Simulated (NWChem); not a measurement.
## Atomisation of Cl$_{3}$Sb

SMILES: [Cl][Sb]([Cl])[Cl]
```xyz
4

Sb     0.0021     0.5750     0.0000
Cl    -1.0484    -0.5712     1.8123
Cl    -1.0484    -0.5712    -1.8123
Cl     2.0905    -0.5827     0.0000
```
Charge 0, spin multiplicity 1.

All runs are NWChem calculations. Structure: optimised with B3LYP/def2-SVP with def2 effective core potentials on Sb, a minimum by its harmonic frequencies.

Basis set: def2-TZVP. The atomisation energy is electronic alone: no zero-point, thermal, spin-orbit or counterpoise terms. No value is extrapolated to the basis-set limit. Free atoms are single determinants with multiplicities Sb 4, Cl 2. Correlated methods freeze the same cores in atoms and molecule, 19 orbitals in all.

```
method                        atomisation energy (kcal/mol)  relative cost
----------------------------  -----------------------------  -------------
BLYP                                                  227.3        under 3
LC-wPBE (omega 0.3 per bohr)                          220.5             10
PBE0                                                  227.0        under 3
B3LYP                                                 222.1        under 3
HF                                                    133.1              1
PBE                                                   240.1        under 3
MP2                                                   221.2              4
TPSS                                                  233.3        under 3
```

The values span 107.0 kcal/mol, from HF (lowest) to PBE (highest). The cost column gives rough processor time relative to HF; each entry includes its own SCF. Costs are the molecule's.

Effective core potentials replace the inner electrons of Sb; spin-orbit coupling is left out. B3LYP has NWChem's definition, with VWN1-RPA local correlation. GW and range-separated runs recompute their integrals, the others keep them in memory, which bears on the times. The structure started from a generated list of species. No SCF solution was tested for a lower state. Open-shell Hartree-Fock references start from PBE0 orbitals; any time given for them includes that run.
